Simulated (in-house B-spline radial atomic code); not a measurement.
A run on an ion of nuclear charge 58 with 58.6 electrons that did not converge. Method: scalar-relativistic (X2C) PBE0, spin-polarised, spherical fractional occupations, Fermi nucleus of rms radius 4.8771 fm; computed with an all-electron radial atomic-structure program (B-spline basis).

Command:
```bash
python run_scf.py task.json out
```
Settings (nuclear radius in fm, mass in u):
```
Z                58
configuration    [Xe] 4f1.6 5d1 6s2
hamiltonian      x2c
method           pbe0
spin_polarised   True
nucleus          fermi
rms_radius       4.8771
atomic_mass      139.90545
speed_of_light   137.035999084
```

First and last ten iterations of the last attempt (damped for 15 steps, keeping 80 % of the old Fock matrix, then DIIS):
```
 iter        energy (Eh)    residual
    1       -8851.823076    4.77e-01
    2       -8852.558908    4.12e-01
    3       -8856.056098    2.63e-01
    4       -8857.782591    1.63e-01
    5       -8858.600499    9.71e-02
    6       -8858.972434    5.59e-02
    7       -8859.134962    3.33e-02
    8       -8859.203340    1.97e-02
    9       -8859.231148    1.34e-02
   10       -8858.572518    7.00e-02
  111       -8857.917403    8.22e-02
  112       -8857.950841    7.96e-02
  113       -8857.367960    8.05e-02
  114       -8859.231200    1.43e-02
  115       -8859.228833    1.52e-02
  116       -8857.333764    8.35e-02
  117       -8857.919978    8.16e-02
  118       -8857.921341    8.15e-02
  119       -8857.955466    7.93e-02
  120       -8857.340164    8.24e-02
 not converged after 120 iterations
```

The smallest residual met was 7.0e-03; the threshold is about 6e-07. No energy from this run should be used. The likely cause: this method binds the added charge weakly or not at all at the basis-set limit, so charge moves back and forth between the atom and the box. Cost of the run: 5 s on 1 thread of Arm Neoverse V1, on a shared host.
